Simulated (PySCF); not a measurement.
Computed IR spectrum (relative IR intensity) of a molecule C4H6OS. The structure is a stationary point at PBE0-D3(BJ)/def2-SVP. One conformer was computed; it need not be the lowest. Level of theory: PBE0-D3(BJ)/def2-SVP in PySCF. Frequencies are harmonic and unscaled.

```json
[
 {"ν (cm⁻¹)": "143", "relative intensity": "2.9"},
 {"ν (cm⁻¹)": "210", "relative intensity": "4.3"},
 {"ν (cm⁻¹)": "709", "relative intensity": "2.3"},
 {"ν (cm⁻¹)": "874", "relative intensity": "2.0"},
 {"ν (cm⁻¹)": "947", "relative intensity": "3.3"},
 {"ν (cm⁻¹)": "999", "relative intensity": "2.2"},
 {"ν (cm⁻¹)": "1051", "relative intensity": "2.4"},
 {"ν (cm⁻¹)": "1065", "relative intensity": "2.3"},
 {"ν (cm⁻¹)": "1092", "relative intensity": "24"},
 {"ν (cm⁻¹)": "1207", "relative intensity": "3.6"},
 {"ν (cm⁻¹)": "1221", "relative intensity": "4.4"},
 {"ν (cm⁻¹)": "1280", "relative intensity": "3.4"},
 {"ν (cm⁻¹)": "1410", "relative intensity": "4.8"},
 {"ν (cm⁻¹)": "1950", "relative intensity": "100"},
 {"ν (cm⁻¹)": "3108", "relative intensity": "4.0"},
 {"ν (cm⁻¹)": "3181", "relative intensity": "2.6"}
]
```

### Question
Which molecule gave these data?
(A) C=C1COCS1
(B) O=CC1(S)CC1
(C) O=C[C@@H]1CCS1
(D) O=C1CC[C@@H]1S

### Answer
D, O=C1CC[C@@H]1S
